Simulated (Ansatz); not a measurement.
Compare A (`NC([SiH3])[SiH2]O`) with its isomer B (`C[Si](N)(O)[SiH3]`).

Calculated with Ansatz (gas phase, PBE0-D4/def2-TZVP geometries, no zero-point term in ΔE). CBS: MP2 limit from def2 TZ/QZ plus the TZ coupled-cluster correction, frozen cores. DFT in def2-TZVPP. B3LYP here is the variant with VWN-RPA as its local correlation; programs differ in this. One conformer a species, not always the lowest.

(1) Which is lower in electronic energy at CCSD(T)/CBS, and by how much? (Best estimate.)

(2) Give E(B) − E(A) in kcal/mol with CCSD(T)/def2-TZVPP, ωB97M-V, PBE-D4, B2PLYP, r2SCAN-D4, B3LYP, MP2/def2-TZVPP. (An estimate is asked.)

Largest T1 diagnostic: 0.012.

Results:

(1) The calculation gave: B, by 39.0 kcal/mol.

(2) Ansatz gave: CCSD(T)/def2-TZVPP -38.3, ωB97M-V -37.9, PBE-D4 -39.3, B2PLYP -39.0, r2SCAN-D4 -40.4, B3LYP -39.3, MP2/def2-TZVPP -38.3. None reverses the order clearly.
